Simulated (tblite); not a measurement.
Compound: C₇H₁₃FSi₂.
Structure used (GFN2-xTB), in Å, numbered top down from 1:
```
atom  x, y, z in Å
C1    -2.5098   -1.2498   -0.7444
C2    -2.0229    0.0484   -0.2051
C3    -2.6224    1.2432   -0.3002
F4    -3.8131    1.4362   -0.9270
Si5   -1.5276    2.5340    0.5684
Si6   -0.4415    0.4733    0.7733
C7     1.1605    0.0857   -0.1755
C8     2.4888    0.3718    0.5504
C9     2.9879   -1.0285    0.1709
C10    1.5745   -1.3968   -0.2974
H11   -2.6279   -1.9702    0.0651
H12   -1.7807   -1.6581   -1.4448
H13   -3.4644   -1.1326   -1.2555
H14   -2.2035    3.1777    1.6978
H15   -1.0777    3.6047   -0.3277
H16   -0.3708   -0.2662    2.0487
H17    1.1506    0.5618   -1.1575
H18    3.0704    1.2067    0.1640
H19    2.3693    0.5015    1.6251
H20    3.3892   -1.6256    0.9876
H21    3.7123   -1.0139   -0.6416
H22    1.0540   -2.0484    0.4025
H23    1.5003   -1.8281   -1.2941
```

Calculated harmonic vibrations of the isolated species, GFN2-xTB (tblite), most abundant isotopes, no scaling. Against measured fundamentals such values can be off by several per cent, at times by over 20. Modes of hydrogen on silicon can be 10 to 20 % off. One conformer, not necessarily the lowest.

Harmonic wavenumbers (cm⁻¹): 28.8, 47.8, 65.9, 73.0, 115.5, 138.7, 212.3, 236.4, 247.6, 273.9, 314.4, 347.9, 404.1, 412.6, 436.6, 508.1, 527.5, 537.8, 606.6, 626.9, 666.7, 755.0, 771.5, 804.3, 819.8, 836.6, 995.9, 999.4, 1014.3, 1022.7, 1039.6, 1043.2, 1062.8, 1100.1, 1112.8, 1186.9, 1189.9, 1192.7, 1231.8, 1238.7, 1258.7, 1263.5, 1278.5, 1394.0, 1472.5, 1477.1, 1478.9, 1485.2, 1500.1, 1620.4, 2124.5, 2202.7, 2225.1, 2955.7, 2984.8, 2989.4, 2990.3, 3003.6, 3004.9, 3006.7, 3008.7, 3014.0, 3017.1.

A = 1800, B = 551.2, C = 449.8 MHz; mass 172.054 u (most abundant isotopes); point group C1, symmetry number 1.

Q: What is the zero-point energy?

A: ½Σν̃ = 38502 cm⁻¹ = 460.58 kJ/mol.

Q: Entropy at 400 K, 1 bar (ideal gas, RRHO, classical rotation)?

A: Translation 179.17, rotation 133.18, vibration 236.66: S = 549.0 J/(mol K).

Q: And Cp and H(400 K) − H(0)?

A: Cp = 257.26 J/(mol K), of which vibrations give 224.00 (their classical limit is 63 R = 523.8); H(400 K) − H(0) = 60.33 kJ/mol without the zero-point energy, 47.03 from vibrations.

Q: Blend soft modes into free rotors: weight 1/[1 + (100 cm⁻¹/ν̃)⁴] for the oscillator and the rest for a rotor with moment μB/(μ + B), μ = h/(8π²ν), B = 10⁻⁴⁴ kg m². What vibrational entropy results?

A: 211.45 J/(mol K) in place of 236.66, which changes −T·S at 400 K by +10.09 kJ/mol.

Q: Which modes carry the vibrational entropy at 400 K?

A: 28.8 cm⁻¹: 27.17; 47.8 cm⁻¹: 22.96; 65.9 cm⁻¹: 20.30; 73.0 cm⁻¹: 19.46; 115.5 cm⁻¹: 15.68; 138.7 cm⁻¹: 14.18 J/(mol K); the other 57 give 116.91 together.

Q: How do the functions run with temperature in this model?

A: 
```csv
T (K),S (J/(mol K)),Cp (J/(mol K)),H − H(0) (kJ/mol),G − H(0) (kJ/mol),ln q(vib)
100,325.9,97.3,6.62,-25.97,3.21
200,410.4,152.3,19.13,-62.96,7.07
300,482.5,206.6,37.08,-107.66,10.75
500,611.2,300.3,88.28,-217.32,17.82
800,773.6,389.7,193.01,-425.90,27.69
1000,864.9,427.8,274.97,-589.95,33.72
```

q(vib) and H(0) count from the zero-point level.

Hindered rotation and anharmonicity are outside this model. Other conformers, if any are populated, would add a mixing term that is left out. The structure is chiral; the term R ln 2 for an equal mix with its mirror image is left out.
